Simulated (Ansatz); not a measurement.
Al₇N₇. Charge 0, multiplicity 3. Geometry r2SCAN-D4/def2-SVP, that of the neutral singlet; atoms count from 1.

```
atom   x (Å)   y (Å)   z (Å)
 Al1  -1.242  -1.460  -2.701
 Al2  -0.596  -0.935   3.542
 Al3  -1.186  -1.439   0.043
 Al4   0.348   0.086   1.494
 Al5   0.984   1.453  -0.632
 Al6   0.392   0.722  -3.209
 Al7   1.453   1.794   2.906
  N8  -1.894  -2.289  -1.317
  N9  -0.542  -0.519  -3.973
 N10  -1.045  -1.191   1.859
 N11   0.754   0.237   3.448
 N12   1.261   1.921  -2.297
 N13   1.192   1.786   1.165
 N14   0.120  -0.166  -0.326
```

Single mean-field runs in def2-TZVP are fitted with def2-universal-jkfit.

**Question.** Estimate the Mulliken populations from the PBE0/def2-TZVP orbitals of Ansatz.

**Answer.** 
```tsv
atom	charge (e)	spin (α − β)
Al1	0.37	-0.04
Al2	0.33	0.46
Al3	0.36	-0.04
Al4	0.26	0.04
Al5	0.36	-0.04
Al6	0.37	-0.04
Al7	0.33	0.46
N8	-0.39	0.33
N9	-0.35	0.04
N10	-0.30	0.04
N11	-0.32	0.00
N12	-0.39	0.33
N13	-0.30	0.04
N14	-0.34	0.41
```
Mulliken values depend strongly on the basis.

**Question.** Where does the spin sit?

**Answer.** Summed by element: Al 0.80, N 1.20, of 2 unpaired in all. Largest on single atoms: Al7 0.46, Al2 0.46, N14 0.41.

**Question.** And the Mayer bond orders between heavy atoms (over 0.3)?

**Answer.** Al1–N8 1.48 (1.74 Å); Al1–N9 1.58 (1.73 Å); Al2–N10 1.28 (1.76 Å); Al2–N11 1.19 (1.79 Å); Al3–N8 1.37 (1.75 Å); Al3–N10 0.97 (1.84 Å); Al3–N14 0.91 (1.86 Å); Al4–N10 0.83 (1.93 Å); Al4–N11 0.70 (2.00 Å); Al4–N13 0.83 (1.93 Å); Al4–N14 0.82 (1.85 Å); Al5–N12 1.37 (1.75 Å); Al5–N13 0.97 (1.84 Å); Al5–N14 0.91 (1.86 Å); Al6–N9 1.58 (1.73 Å); Al6–N12 1.48 (1.74 Å); Al7–N11 1.19 (1.79 Å); Al7–N13 1.28 (1.76 Å).
